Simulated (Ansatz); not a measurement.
Species: SiF2 (charge -1, doublet). 
Coordinates optimised at B3LYP-D3(BJ)/def2-TZVP (Ansatz, an electronic-structure program):
```xyz
3

Si    -0.0101     0.0144     0.6331
F      1.0678    -0.7137    -0.4595
F     -1.0520     0.6913    -0.5254
```
Charge -1, spin multiplicity 2.

Parts of the frozen-core correlation energy in cc-pVTZ (Ansatz, hartree). Frozen orbitals: 7; correlated occupied orbitals by spin: 10 and 9; virtual: 77 and 78. UHF or UKS for open shells. Spin-orbit coupling is left out. No relativistic terms.

```csv
term,value
reference (HF),-487.98409
MP2 opposite-spin,-0.44740
MP2 same-spin,-0.15736
CCSD correlation,-0.61492
(T),-0.01890
T1 diagnostic,0.017
largest doubles amplitude,0.063
<S^2> of the reference,0.791
```
